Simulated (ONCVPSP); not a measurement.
## N: one change to an ONCV potential, before and after

ONCVPSP 4.0.1 input, shortened (lines: element, Z, core and valence counts, functional; n l f; lmax; l rc ep ncon nbas qcut; lloc lpopt rc5 dvloc0; l nproj debl; icmod fcfact rcfact), revPBE, scalar-relativistic:

```
  N 7.00    1    2  -102130      upf
    1    0    2.00
    2    0    1.75
    2    1    3.25
    2
    0    0.75    0.00    3    7   10.40
    1    1.20    0.00    4    9    5.60
    2    1.25    0.23    5    8    6.80
    4    2    0.45    6.00
    0    2    1.80
    1    1    1.90
    2    2    1.10
    3    2.25    1.15
```

Change: core correction Teter function, fcfact 2.25, rcfact 0.94.

Cutoffs: the cutoffs (Ha) at which the residual kinetic energy of the hardest occupied pseudo-wave falls to 1 and 0.1 mHa per electron; they do not see the model core or the augmentation charge, which bear on the density cutoff. Errors are all-electron minus pseudo energies relative to the spin-unpolarised reference configuration.

Problem. What does the change do?

Solution. The potential gets neither clearly harder nor softer (161 Ha and 192 Ha → 161 Ha and 192 Ha); the errors of the 4 common tests hardly move; neither file shows a bound ghost. A model core, the more so a compact one, raises the density cutoff, which this test does not measure.

| quantity | base | changed |
| --- | --- | --- |
| cutoff, loose | 161 Ha | 161 Ha |
| cutoff, tight | 192 Ha | 192 Ha |
| bound ghosts | none | none |
| GHOST(+) flags under 300 eV | none | none |
| error for 2s2 2p3, meV [ΔE -2.90 eV] | +0.6 | +0.6 |
| error for 2s2 2p2, meV [ΔE 10.64 eV] | +19 | +19 |
| error for 2s2 2p1, meV [ΔE 39.42 eV] | +153 | +156 |
| error for 2s2 2p0, meV [ΔE 86.40 eV] | +707 | +713 |
| s: phases at 0.76 bohr within 0.05 rad from the reference energy up to (Ha; the scan ends near 5) | to the end of the scan | to the end of the scan |
| p: phases at 1.22 bohr within 0.05 rad from the reference energy up to (Ha; the scan ends near 5) | 3.0 | 3.0 |
| d: phases at 1.27 bohr within 0.05 rad from the reference energy up to (Ha; the scan ends near 5) | to the end of the scan | to the end of the scan |
| rms error of d²Exc/dni dnj with the model core, mHa | 1.50 | 1.62 |
